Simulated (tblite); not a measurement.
C5H15NSi2.
Cartesian coordinates in Å at the GFN2-xTB level; atoms count from 1:
```
atom  x, y, z in Å
C1    -3.4193   -0.0878    0.4431
N2    -2.3645    0.3373   -0.4443
Si3   -0.9973    1.2260    0.1160
C4     0.2642    1.2800   -1.3175
C5     1.2200    0.0947   -1.1815
C6     1.8111   -0.0145    0.2286
C7     2.7531   -1.2080    0.3330
Si8    0.3527   -0.0533    1.4797
H9    -4.1490    0.7051    0.6440
H10   -3.9484   -0.9431    0.0186
H11   -2.9752   -0.3862    1.3910
H12   -2.7206    0.5446   -1.3665
H13   -1.3225    2.6089    0.5382
H14    0.8367    2.2061   -1.2539
H15   -0.1974    1.2656   -2.3045
H16    0.6797   -0.8285   -1.4105
H17    2.0298    0.1837   -1.9145
H18    2.3979    0.8944    0.4128
H19    3.5646   -1.1327   -0.3917
H20    2.2151   -2.1350    0.1430
H21    3.1890   -1.2671    1.3281
H22   -0.0263   -1.4502    1.7469
H23    0.8017    0.4837    2.7719
```

Calculated harmonic vibrations of the isolated species, GFN2-xTB (tblite), most abundant isotopes, no scaling. Errors from tens to a few hundred cm⁻¹ against measured bands are possible. Modes of hydrogen on silicon can be 10 to 20 % off. One conformer, not necessarily the lowest.

Harmonic wavenumbers (cm⁻¹): 42.0, 79.2, 113.1, 138.2, 167.7, 220.4, 230.7, 258.7, 275.4, 318.0, 341.9, 406.9, 454.1, 478.0, 509.3, 537.1, 584.4, 631.3, 654.8, 664.6, 705.4, 758.0, 805.6, 827.3, 917.5, 947.9, 1010.6, 1052.8, 1060.6, 1074.6, 1108.0, 1110.3, 1143.7, 1154.4, 1195.3, 1274.5, 1296.6, 1302.5, 1348.0, 1354.8, 1417.5, 1422.7, 1492.2, 1492.6, 1505.5, 1508.7, 1510.5, 1513.7, 2064.8, 2168.6, 2191.1, 2899.1, 2902.6, 2918.7, 2953.9, 2974.8, 2976.6, 2990.8, 2992.5, 3018.3, 3019.0, 3028.2, 3421.6.

A = 2371, B = 894.8, C = 767.9 MHz; mass 145.074 u (most abundant isotopes); point group C1, symmetry number 1.

Task: Zero-point energy?

Result: ½Σν̃ = 41469 cm⁻¹ = 496.08 kJ/mol.

Task: Entropy at 400 K, 1 bar (ideal gas, RRHO, classical rotation)?

Result: Translation 177.04, rotation 127.80, vibration 197.61: S = 502.4 J/(mol K).

Task: And Cp and H(400 K) − H(0)?

Result: Cp = 241.80 J/(mol K), of which vibrations give 208.54 (their classical limit is 63 R = 523.8); H(400 K) − H(0) = 55.46 kJ/mol without the zero-point energy, 42.16 from vibrations.

Task: What must be added to the electronic energy to get the Gibbs energy at 400 K and 1 bar?

Result: ZPE + [H(400 K) − H(0)] − T·S = 496.08 + 55.46 − 200.98 = 350.56 kJ/mol.

Task: How do the functions run with temperature in this model?

Result: 
```json
{"T (K)": "50", "S (J/(mol K))": "248.8", "Cp (J/(mol K))": "55.6", "H − H(0) (kJ/mol)": "2.10", "G − H(0) (kJ/mol)": "-10.34", "ln q(vib)": "0.53"}
{"T (K)": "100", "S (J/(mol K))": "296.7", "Cp (J/(mol K))": "85.6", "H − H(0) (kJ/mol)": "5.64", "G − H(0) (kJ/mol)": "-24.03", "ln q(vib)": "1.78"}
{"T (K)": "298.15", "S (J/(mol K))": "438.9", "Cp (J/(mol K))": "192.0", "H − H(0) (kJ/mol)": "33.32", "G − H(0) (kJ/mol)": "-97.54", "ln q(vib)": "7.86"}
{"T (K)": "373.15", "S (J/(mol K))": "486.1", "Cp (J/(mol K))": "229.3", "H − H(0) (kJ/mol)": "49.14", "G − H(0) (kJ/mol)": "-132.25", "ln q(vib)": "10.24"}
{"T (K)": "500", "S (J/(mol K))": "561.1", "Cp (J/(mol K))": "284.0", "H − H(0) (kJ/mol)": "81.81", "G − H(0) (kJ/mol)": "-198.72", "ln q(vib)": "14.25"}
{"T (K)": "750", "S (J/(mol K))": "692.2", "Cp (J/(mol K))": "362.5", "H − H(0) (kJ/mol)": "163.32", "G − H(0) (kJ/mol)": "-355.82", "ln q(vib)": "21.88"}
{"T (K)": "1000", "S (J/(mol K))": "804.1", "Cp (J/(mol K))": "414.9", "H − H(0) (kJ/mol)": "260.91", "G − H(0) (kJ/mol)": "-543.22", "ln q(vib)": "29.01"}
```

q(vib) and H(0) count from the zero-point level.

Task: Which modes carry the vibrational entropy at 400 K?

Result: 42.0 cm⁻¹: 24.04; 79.2 cm⁻¹: 18.78; 113.1 cm⁻¹: 15.85; 138.2 cm⁻¹: 14.21; 167.7 cm⁻¹: 12.64; 220.4 cm⁻¹: 10.46 J/(mol K); the other 57 give 101.63 together.

Hindered rotation and anharmonicity are outside this model. Other conformers, if any are populated, would add a mixing term that is left out. The structure is chiral; the term R ln 2 for an equal mix with its mirror image is left out.
